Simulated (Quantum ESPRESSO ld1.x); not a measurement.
Problem. Valence configurations of Se+ (all share [Ar]). Method: Dirac Kohn-Sham, revPBE, spin-unpolarised, spherical densities, point nucleus; open shells are shared between the two j in proportion to 2j + 1; computed with ld1.x of Quantum ESPRESSO 7.5. Order these by energy: 3d9 4s1 4p5; 3d10 4s2 4p3; 3d10 4p5; 3d9.5 4s2 4p3.5; 3d9 4s2 4p4; 3d10 4s1 4p4; 3d8 4s2 4p5; 3d8.5 4s1.5 4p5.

Solution. From the lowest, in eV above it: 3d10 4s2 4p3 0.000; 3d10 4s1 4p4 11.509; 3d10 4p5 23.173; 3d9.5 4s2 4p3.5 25.332; 3d9 4s2 4p4 53.210; 3d9 4s1 4p5 65.613; 3d8.5 4s1.5 4p5 90.100; 3d8 4s2 4p5 116.87. NIST lists [Ar] 3d10 4s2 4p3 as the ground configuration; this level of theory agrees among the configurations tried. The energies are those of spherical spin-averaged densities, not of single terms.
